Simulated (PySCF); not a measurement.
## Spin states of CsSr

Unrestricted PBE0; Cs def2-SVP with ECP46, Sr def2-SVP with ECP28; scalar-relativistic core potentials (PySCF 2.14). Outer shells of the fragments: Cs 6s1; Sr 5s2.

Followed along the bond (rough minima from three points):

| 2Ms+1 | unpaired | ⟨S²⟩ at the start | R at minimum (Å) | Te (eV) |
| --- | --- | --- | --- | --- |
| 2 | σ ↑ | 0.76 | 4.97 | 0.00 |
| 2 | π ↑ | 0.82 | 4.14 | 0.58 |
| 2 | δ ↑ | 0.79 | 4.27 | 1.36 |
| 4 | σ ↑↑, π ↑ | 3.75 | 4.52 | 1.47 |
| 4 | σ ↑, π ↑↑ | 3.75 | 3.82 | 1.85 |

Solutions found at the starting distance of 3.915 Å, counted from the lowest of them; the search is not exhaustive and high or unbound solutions are not listed, so other states can lie among these:

```json
{"2Ms+1": "2", "unpaired": "σ ↑", "term": "²Σ⁺", "E (eV)": "0.00", "⟨S²⟩": "0.76", "⟨Lz²⟩": "0.00", "μ (D)": "-1.60"}
{"2Ms+1": "2", "unpaired": "π ↑", "term": "²Π", "E (eV)": "0.31", "⟨S²⟩": "0.82", "⟨Lz²⟩": "1.04", "μ (D)": "-6.21"}
{"2Ms+1": "2", "unpaired": "δ ↑", "term": "²Δ", "E (eV)": "1.12", "⟨S²⟩": "0.79", "⟨Lz²⟩": "4.00", "μ (D)": "-5.82"}
{"2Ms+1": "4", "unpaired": "σ ↑↑, π ↑", "term": "⁴Π", "E (eV)": "1.29", "⟨S²⟩": "3.75", "⟨Lz²⟩": "1.03", "μ (D)": "-2.69"}
{"2Ms+1": "4", "unpaired": "σ ↑, π ↑↑", "term": "⁴Σ⁻", "E (eV)": "1.56", "⟨S²⟩": "3.75", "⟨Lz²⟩": "0.00", "μ (D)": "-3.87"}
{"2Ms+1": "2", "unpaired": "σ ↑↑, π ↓", "term": "mixed", "E (eV)": "1.74", "⟨S²⟩": "1.75", "⟨Lz²⟩": "1.03", "μ (D)": "-1.45"}
```

A term symbol is given only where ⟨S²⟩ and ⟨Lz²⟩ are close to those of a pure state; real π, δ and φ orbitals otherwise mix terms. A positive dipole means Cs(−)Sr(+).

Problem. Compare the gap between the two lowest followed solutions at the starting distance with the gap between their minima.

Solution. At PBE0 the second solution (doublet, unpaired electrons π ↑) lies +0.31 eV from the first (doublet, unpaired electrons σ ↑) at 3.915 Å and +0.58 eV at the minima; the two curves relax by different amounts, since their minima lie near 4.14 and 4.97 Å.

Spin–orbit coupling is left out. Counting both spins, an empty level lies below a filled one in some of these solutions, because spin and occupation are held.
